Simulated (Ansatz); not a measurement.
`OB(Cl)O[SiH3]` + `[SiH3][Ga]([Cl])[Cl]` → `OB([SiH3])Cl` + `[SiH3][O][Ga]([Cl])[Cl]`  (redistribution)

Program: Ansatz. Geometries: PBE0-D4/def2-TZVP. ΔE: electronic, gas phase. CBS: MP2 limit from def2 TZ/QZ plus the TZ coupled-cluster correction, frozen cores. Functionals use def2-TZVPP. For Ga outer-core shells are correlated without core-valence functions, which leaves a few kJ/mol of doubt a bond. Scalar relativity is left out up to krypton. One conformer a species, not always the lowest.

Question: Is it downhill or uphill in electronic energy at CCSD(T)/CBS, and by how much? (An estimate is asked.)

Answer: Ansatz gave: Uphill: ΔE = +26.2 kcal/mol.

Question: What do these levels give: LDA (SPW92), B97M-V, ωB97M-V, MP2/def2-TZVPP, CCSD/def2-TZVPP, HF/def2-QZVPP? (Estimate.)

Answer: Ansatz gave: LDA (SPW92) 29.7, B97M-V 28.1, ωB97M-V 27.9, MP2/def2-TZVPP 24.7, CCSD/def2-TZVPP 25.5, HF/def2-QZVPP 27.2 kcal/mol.

Largest T1 diagnostic among the species: 0.013.

Leaving LDA and LC-ωPBE aside and taking each functional with its dispersion term where it has one, the values, not all of them listed here, spread over 2.2 kcal/mol, from ωB97X-V to BHLYP-D4. LDA lies +1.8 kcal/mol from PBE without D4. In def2-TZVPP, CCSD(T) changes the Hartree–Fock value by −2.4 kcal/mol (the triples alone add −0.5 kcal/mol) and MP2 by −2.7 kcal/mol.
